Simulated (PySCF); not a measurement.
# How methods differ on the interval between two levels of Xe⁺

Xe⁺ [Kr] 4d10 5s2 5p5 [2P3/2, M_J = 3/2] → Xe⁺ [Kr] 4d10 5s2 5p4 6s1 [4P5/2, M_J = 5/2], as a difference of total energies. All numbers are calculated (PySCF 2.14, the two-component X2C-1e Hamiltonian, in x2c-SVPall-2c with one added diffuse shell each of s, p type (7s9p4d, 54 functions)). Correlated levels: [Ar] 3d10 frozen; the 6 highest virtual spinors dropped. "Screened" scales the spin-orbit matrix elements by Boettger's factors to mimic the two-electron term; Breit and QED terms are absent.

```csv
method,interval between two levels (cm⁻¹),error (cm⁻¹)
GHF (spin-free),91224,-1844
GMP2 (spin-free),92398,-670
GHF (screened spin-orbit),89391,-3678
GMP2 (screened spin-orbit),90748,-2320
```

Reference: 93068 cm⁻¹ (measured; NIST Handbook of Basic Atomic Spectroscopic Data (Sansonetti and Martin, J. Phys. Chem. Ref. Data 34, 1559 (2005))).

The spin-free rows relax to the high-spin LS determinant and lack the spin-orbit shift.

Errors of the correlated levels include the incompleteness of this basis and the frozen core.

The labels give the starting determinants; with spin-orbit coupling the two ends relaxed to ⟨J²⟩ = 3.76, ⟨L²⟩ = 2.03, ⟨S²⟩ = 0.78 and ⟨J²⟩ = 8.77, ⟨L²⟩ = 2.38, ⟨S²⟩ = 3.51.
